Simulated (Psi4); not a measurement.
boron monoxide dimer (B2O2), singlet, at a GFN2-xTB geometry; Psi4 1.11 with CCSD(T)/cc-pVDZ.

The Psi4 input:
```
memory 2 GB

molecule {
0 1
  O    -0.00000000   -0.00000000   -1.99737313
  B    -0.00000000   -0.00000000   -0.80940457
  B     0.00000000    0.00000000    0.80940457
  O     0.00000000    0.00000000    1.99737313
}

set basis cc-pvdz

energy('ccsd(t)')
print_variables()
```

It wrote (shortened):

```
   => Loading Basis Set <=

    Name: CC-PVDZ
    Role: ORBITAL
    Keyword: BASIS

         ---------------------------------------------------------
                                   SCF
               by Justin Turney, Rob Parrish, Andy Simmonett
                          and Daniel G. A. Smith
                              RHF Reference
         ---------------------------------------------------------

  ==> Geometry <==

    Molecular point group: d2h
    Full point group: D_inf_h

    Geometry (in Angstrom), charge = 0, multiplicity = 1:

       Center              X                  Y                   Z               Mass
    ------------   -----------------  -----------------  -----------------  -----------------
         O            0.000000000000     0.000000000000    -1.997373130000    15.994914619570
         B            0.000000000000     0.000000000000    -0.809404570000    11.009305360000
         B            0.000000000000     0.000000000000     0.809404570000    11.009305360000
         O            0.000000000000     0.000000000000     1.997373130000    15.994914619570

  Running in d2h symmetry.

  Rotational constants: A = ************  B =      0.11868  C =      0.11868 [cm^-1]
  Rotational constants: A = ************  B =   3557.78983  C =   3557.78983 [MHz]
  Nuclear repulsion =   67.368904415018477

  Charge       = 0
  Multiplicity = 1
  Electrons    = 26
  Nalpha       = 13
  Nbeta        = 13

  ==> Algorithm <==

  SCF Algorithm Type is PK.
  DIIS enabled.
  MOM disabled.
  Fractional occupation disabled.
  Guess Type is SAD.
  Energy threshold   = 1.00e-08
  Density threshold  = 1.00e-08
  Integral threshold = 1.00e-12

  ==> Primary Basis <==

  Basis Set: CC-PVDZ
    Blend: CC-PVDZ
    Number of shells: 24
    Number of basis functions: 56
    Number of Cartesian functions: 60
    Spherical Harmonics?: true
    Max angular momentum: 2

  ==> Integral Setup <==

  Using in-core PK algorithm.
   Calculation information:
      Number of atoms:                   4
      Number of AO shells:              24
      Number of primitives:             88
      Number of atomic orbitals:        60
      Number of basis functions:        56

      Integral cutoff                 1.00e-12
      Number of threads:                 1

  Performing in-core PK
  Using 2548812 doubles for integral storage.
  We computed 40509 shell quartets total.
  Whereas there are 45150 unique shell quartets.

  ==> DiskJK: Disk-Based J/K Matrices <==
[...]
  @RHF Final Energy:  -199.20100268550749
    Total Energy =                       -199.2010026855074898
[...]
              5  14         0.0134624427

    Largest TIjAb Amplitudes:
      5   5  38  38        -0.0491932383
      6   6  33  33        -0.0491932383
     11  11  33  33        -0.0478278316
     12  12  38  38        -0.0478278316
      5  12  11  38        -0.0366106620
      6  11  16  33        -0.0366106620
     11   6  33  16        -0.0366106620
     12   5  38  11        -0.0366106620
      3   3  33  33        -0.0354247121
      3   3  38  38        -0.0354247121

    SCF energy       (wfn)                    = -199.201002685507490
    Reference energy (file100)                = -199.201002685509394

    Opposite-spin MP2 correlation energy      =   -0.384025197790810
    Same-spin MP2 correlation energy          =   -0.143586102843486
    Singles MP2 correlation energy            =   -0.000000000000000
    MP2 correlation energy                    =   -0.527611300634297
      * MP2 total energy                      = -199.728613986143699

    Opposite-spin CCSD correlation energy     =   -0.409775976738264
    Same-spin CCSD correlation energy         =   -0.120590155758809
    Singles CCSD correlation energy           =    0.000000000000000
    CCSD correlation energy                   =   -0.530366132497073
      * CCSD total energy                     = -199.731368818006473

            **************************
            *                        *
            *        CCTRIPLES       *
            *                        *
            **************************

    Wave function   =    CCSD_T
    Reference wfn   =      RHF

    Nuclear Rep. energy (wfn)                =   67.368904415018477
    SCF energy          (wfn)                = -199.201002685507490
    Reference energy    (file100)            = -199.201002685509394
    CCSD energy         (file100)            =   -0.530366132497073
    Total CCSD energy   (file100)            = -199.731368818006473

    Number of ijk index combinations:              455
    Approx. words needed per explicit thread:            4000
    Number of threads for explicit ijk threading:    1

    MKL num_threads set to 1 for explicit threading.

    (T) energy                                =   -0.019814664595489
      * CCSD(T) total energy                  = -199.751183482601959

  Variable Map:
  ----------------------------------------------------------------------------
[...]
  Array Variable Map:
  ----------------------------------------------------------------------------
[...]
[...]
```
